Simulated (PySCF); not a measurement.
## Electron correlation in Ta (tantalum, neutral)

[Xe] 4f14 5d5, high-spin 6S determinant (an excited configuration). Calculation: PySCF 2.14, in aug-cc-pwCVDZ-PP with ECP60MDF (6s6p5d3f, 70 functions); scalar relativity through the core potential. Frozen: 5s2 5p6; 5 electrons correlated.

```tsv
level	correlation energy (mhartree)
CCSD	-65.81
(T)	-2.23
CCSD(T)	-68.04
```

Diagnostics: T1 = 0.011, D1 = 0.0153, largest double amplitude 0.035.

Cost of the coupled-cluster step: roughly 7 core-seconds, for 5 correlated electrons.

Iterations:

```
CC2 = 0
CCSD nocc = (np.int64(5), np.int64(0)), nmo = (66, 66)
frozen orbitals [[0, 1, 2, 3], [0, 1, 2, 3]]
max_cycle = 100
direct = 0
conv_tol = 1e-08
conv_tol_normt = 1e-06
diis_space = 8
diis_start_cycle = 0
Init t2, MP2 energy = -0.0560973259145668
Init E_corr(UCCSD) = -0.0560973259243941
cycle = 1  E_corr(UCCSD) = -0.0634834920472426  dE = -0.00738616612  norm(t1,t2) = 0.0415937
cycle = 2  E_corr(UCCSD) = -0.064885485822802  dE = -0.00140199378  norm(t1,t2) = 0.0185842
cycle = 3  E_corr(UCCSD) = -0.0658467074516831  dE = -0.000961221629  norm(t1,t2) = 0.0101896
cycle = 4  E_corr(UCCSD) = -0.0658023346914058  dE = 4.43727603e-05  norm(t1,t2) = 0.00142156
cycle = 5  E_corr(UCCSD) = -0.0658066970087784  dE = -4.36231737e-06  norm(t1,t2) = 0.000416192
cycle = 6  E_corr(UCCSD) = -0.0658121504450401  dE = -5.45343626e-06  norm(t1,t2) = 9.05012e-05
cycle = 7  E_corr(UCCSD) = -0.0658120965155608  dE = 5.39294792e-08  norm(t1,t2) = 2.19887e-05
cycle = 8  E_corr(UCCSD) = -0.0658122066655759  dE = -1.10150015e-07  norm(t1,t2) = 7.57694e-06
cycle = 9  E_corr(UCCSD) = -0.0658122674110296  dE = -6.07454537e-08  norm(t1,t2) = 1.95083e-06
cycle = 10  E_corr(UCCSD) = -0.0658122535073484  dE = 1.39036811e-08  norm(t1,t2) = 2.22372e-07
cycle = 11  E_corr(UCCSD) = -0.0658122554229405  dE = -1.91559212e-09  norm(t1,t2) = 3.94307e-08
UCCSD converged
E(UCCSD) = -56.69810414863266  E_corr = -0.06581225542294054
UCCSD(T) correction = -0.00222727040446222
```
